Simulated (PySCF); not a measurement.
**Ionising SbS**

CAM-B3LYP; basis Sb def2-SVPD with ECP28, S def2-SVPD; scalar-relativistic core potentials; PySCF 2.14. Neutral (UKS): doublet (π ↑), Re = 2.224 Å, ωe = 512 cm⁻¹, De = 3.23 eV, HOMO -6.72 eV, LUMO -2.77 eV.

SbS⁻ (UKS): triplet (π ↑↑), Re = 2.337 Å, ωe = 417 cm⁻¹, De = 2.97 eV to Sb + S⁻. The energies at the minima are -638.31149 hartree for SbS and -638.38273 for SbS⁻.

**Question.** Work out the adiabatic electron affinity, without and with harmonic zero-point energies (1 hartree = 27.2114 eV, 1 eV = 8065.5 cm⁻¹), and the change of the bond length.

**Answer.** At CAM-B3LYP: 0.07124 hartree = 1.939 eV between the minima; the zero-point term (512.0 − 417.0)/2 cm⁻¹ = +0.006 eV makes it 1.944 eV. Re changes by +11.3 pm against the neutral. The electron enters a π orbital, and the longer bond of the ion fits an antibonding orbital, or a change in how ionic the bond is.

Spin–orbit coupling is left out, which matters for elements this heavy, above all for dissociation energies. For an ion De counts to the pair picked by the measured ionisation energies or electron affinities, which need not be the lowest pair at this level. States were picked by a PBE0 search and need not be the measured ground states.
